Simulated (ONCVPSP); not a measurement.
# Wu-Cohen ONCV dataset for Os (Z = 76), scalar-relativistic all-electron reference.

```json
{"Element": "osmium", "Generator": "ONCVPSP 4.0.1", "Type": "optimised norm-conserving Vanderbilt (ONCV)", "Functional": "Wu-Cohen", "Relativity": "scalar-relativistic", "Frozen core": "[Kr] 4d10 4f14", "Valence charge": "16", "Reference configuration": "5s2 5p6 5d6 (charge +2)", "Partial waves": "5s: rc 1.60 bohr, ncon 4, nbas 9, qcut 8.5 1/bohr, 2 projectors, debl 3.7 Ha; 5p: rc 1.70 bohr, ncon 4, nbas 9, qcut 7.7 1/bohr, 3 projectors, debl 3.4 Ha; 5d: rc 1.80 bohr, ncon 4, nbas 8, qcut 9.9 1/bohr, 2 projectors, debl 3.4 Ha", "Local potential": "polynomial inside 1.00 bohr (lpopt 4, dvloc0 2 Ha)", "Core correction": "none"}
```

In the s channel the program set the typed energies aside and used -3.997, 0.050 Ha.

Problem. Estimate the cutoffs (Ha) at which the residual kinetic energy of the hardest occupied pseudo-wave falls to 1 and 0.1 mHa per electron.

Solution. 25 Ha and 29 Ha.

Problem. Does the potential have ghost states?

Solution. No bound ghost flagged; GHOST(+) flagged for s at 217.9 eV.

Problem. Which valence shell sets the plane-wave cutoff?

Solution. 5s: 25 Ha for 1 mHa per electron, against 18 Ha for 5d.

Problem. Tests: 5s2 5p6 5d6 6s2; 5s2 5p6 5d6 6s1; 5s2 5p6 5d5; 5s1 5p6 5d6 6s2. Which has the largest error in its energy relative to the reference configuration, and how large is it?

Solution. 5s1 5p6 5d6 6s2, with -200 meV (all-electron minus pseudo) on +71.70 eV.
